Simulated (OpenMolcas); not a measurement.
# Cu2+ in a point-charge field

Cu2+ among 6 point charges of -1 e arranged as a trigonal antiprism (D3d), 1.97 Å from the ion, with a polar angle of 60.8° against the regular 54.74°.
```
   0.0000    1.7189    0.9624  -1.00
  -1.4886   -0.8595    0.9624  -1.00
   1.4886   -0.8595    0.9624  -1.00
   0.0000   -1.7189   -0.9624  -1.00
   1.4886    0.8595   -0.9624  -1.00
  -1.4886    0.8595   -0.9624  -1.00
```

```json
{
  "Program": "OpenMolcas",
  "Method": "CASSCF",
  "Basis": "ANO-RCC-VDZP [5s4p2d1f]",
  "Scalar Hamiltonian": "DKH2, point nucleus",
  "Active space": "9 electrons in 5 orbitals (3d)",
  "State averaging": "2S+1 = 2 even, 5 roots",
  "Spin-orbit coupling": "state interaction with AMFI integrals over the reference wave functions"
}
```

The lowest spin-free states (labels of D3, the rotations of D3d), above the lowest:

| State | Degeneracy | E (cm-1) | Free-ion L (%) |
| --- | --- | --- | --- |
| 2E | 2 | 0.0 | D (100) |
| 2E | 2 | 2398 | D (100) |
| 2A1 | 1 | 3595 | D (100) |

The lowest levels with spin-orbit coupling:

```tsv
E (cm-1)	Degeneracy	Label	2S+1	g
0.0	2	E1/2	2	0.13 0.13 5.37
858.8	2	E3/2	2	0.00 0.00 2.03
2763	2	E1/2	2	0.00 2.60 2.60
3393	2	E3/2	2	0.00 0.00 2.28
4941	2	E1/2	2	0.73 0.73 1.37
```

Powder χT (cm3 K/mol): 0.903 at 2 K, 0.909 at 10 K, 0.942 at 50 K, 0.983 at 100 K, 1.06 at 200 K, 1.13 at 300 K. The effective moment at 300 K is 2.828 √(χT) = 3.01 μB.

The lowest level has 2S+1 = 2, for which the spin-only value is χT = S(S+1) / 2 = 0.375 cm3 K/mol (g = 2). The computed 1.131 at 300 K differs by +0.756, through orbital momentum, spin-orbit coupling and any other state in reach.

An orbital doublet at a regular site is open to a Jahn-Teller distortion, which this geometry leaves out. The ground term spreads over less than 5000 cm-1, several times less than with real ligands, so orbital moments are less quenched and χT lies further from the spin-only value than at real sites. This is an electrostatic model: the charges have no orbitals. No measured value stands beside these numbers.

The RASSCF and RASSI steps took 6 s on 1 thread of Intel(R) Xeon(R) Platinum 8488C (Sapphire Rapids), with other jobs on the host; the integral step is not counted.
